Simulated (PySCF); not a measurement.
Atom-mapped SMILES (the numbers label the heavy atoms): `[SiH2:1]1[PH:2][SiH2:3][PH:4]1`; H(Xn) means a hydrogen on atom n.

- GFN2-xTB geometry
- σ from GIAO-PBE0/pcSseg-1
- program: PySCF 2.14
- fast rotation and ring inversion assumed for equivalent nuclei, non-relativistic, a single conformation, no solvent model

References, each an isolated molecule treated in the same way: 1H (σ = 31.72 ppm), 29Si (σ = 349.16 ppm) against TMS; 31P (σ = 318.38 ppm) against H3PO4.

```
        atoms  nucleus  count  Hirshfeld charge  δ (ppm)
        P2/P4      31P      2             -0.09        ?
      Si1/Si3     29Si      2              0.24    -61.4
H(Si1)/H(Si3)       1H      4             -0.07        ?
  H(P2)/H(P4)       1H      2             -0.01     2.90
```

Problem. Fill in the missing shifts.

Solution. 
- H(Si1)/H(Si3): 4.99 ppm, hydrogen on a silicon bonded to 2 P, in a 4-membered ring
- P2/P4: -270.9 ppm, phosphorus bonded to 2 Si, H, in a 4-membered ring

Experimental scales use liquid or dissolved standards, which lie at an offset from isolated H3PO4.
